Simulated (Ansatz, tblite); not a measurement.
Cost and result up the ladder for (HGaPH)3 ring (Ga3P3H6) (12 atoms). Charge 0, multiplicity 1. Geometry: PBE0-D4/def2-SVP.

```xyz
12

Ga    0.5455   -1.3392   -1.3621
H    -0.2114   -1.4961   -2.7302
P    -0.3243   -2.5056    0.4383
Ga   -1.4647   -0.5667    1.0602
H    -2.2012   -0.5057    2.4439
P    -1.6023    1.2268   -0.3878
Ga    0.6484    1.7424   -0.3612
H     1.1240    3.1215    0.2157
P     2.2082    0.2692   -1.2784
H     0.6867   -2.1716    1.4003
H    -2.0879    2.2226    0.5107
H     2.6792    0.0025    0.0506
```

Ansatz on 4 threads of Intel Xeon on a shared host; xTB runs through tblite on one thread. Times are rough, summed over both states, and most runs start from the orbitals of an earlier one. PBE0-D4/def2-TZVP serves as the yardstick here, not as an exact answer. The other state is a triplet.

The xTB rows come from tblite. HOMO above LUMO, or a gap near zero within one spin, warns that the state may not be the lowest or that an electron is smeared out.

Run but left out: PBE-D4/def2-TZVP (triplet: an occupied level 0.04 eV above an empty one).

xTB has no spin-polarisation term.

```tsv
level	functions	wall time
GFN2-xTB	60	0.04 s
GFN1-xTB	66	0.054 s
r2SCAN-D4/def2-TZVP	291	66 s
PBE0-D4/def2-TZVP (with forces)	291	96 s
```

**Question.** Estimate what each level gives for the vertical triplet (eV).

**Answer.** 
| level | vertical triplet (eV) | difference from PBE0-D4/def2-TZVP (eV) | remarks |
| --- | --- | --- | --- |
| GFN2-xTB | 3.41 | 0.10 | – |
| GFN1-xTB | 4.24 | 0.94 | – |
| r2SCAN-D4/def2-TZVP | 3.08 | -0.22 | gap within one spin near zero (triplet) |
| PBE0-D4/def2-TZVP (with forces) | 3.30 | 0.00 | – |
